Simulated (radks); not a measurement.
Results of a calculation; reference values are marked as such.
All-electron atom: Os60+ in [Ne] 3s2 3p4.

Code: a radial shooting solver on a logarithmic mesh with Libxc functionals. Model: scalar-relativistic Kohn-Sham, PBE, spin-polarised, spherical densities, finite nucleus; open shells are filled with parallel spins first (spin-orbit coupling, left out, can overturn this in heavy ions); Fermi nuclear charge, rms radius 5.4126 fm.

Energy parts (hartree):
total: -13271.0680
kinetic: 15067.6750
electron-nucleus: -29493.5599
Hartree: 1326.1910
exchange-correlation: -171.3742

Orbitals (lengths in bohr, moments of r in powers of bohr; <r^-3> diverges for s and p1/2):
orbital  occ.  eigenvalue (hartree)  <r^-3>
1s up       1             -2887.893       -
1s down     1             -2887.611       -
2s up       1             -640.5556       -
2s down     1             -640.3639       -
2p up       3             -580.7196   22370
2p down     3             -580.4400   22360
3s up       1             -254.6451       -
3s down     1             -253.8321       -
3p up       3             -236.9573    6093
3p down     1             -236.1456    6088
3d up       0             -221.4595   801.9
3d down     0             -220.7860   804.6
4s up       0             -134.5558       -
4s down     0             -134.2608       -

The highest occupied level is 3p down at -6425.8 eV. For comparison, the ionisation energy in NIST's Atomic Spectra Database is 6376 eV (theoretical). In exact Kohn-Sham theory the highest level is minus the ionisation energy, but local and semilocal functionals leave it too shallow, through self-interaction and a potential that decays too fast; potentials with the right tail come closer. The electron density at the nucleus is 1.789e+06 e/bohr^3 (large components only).
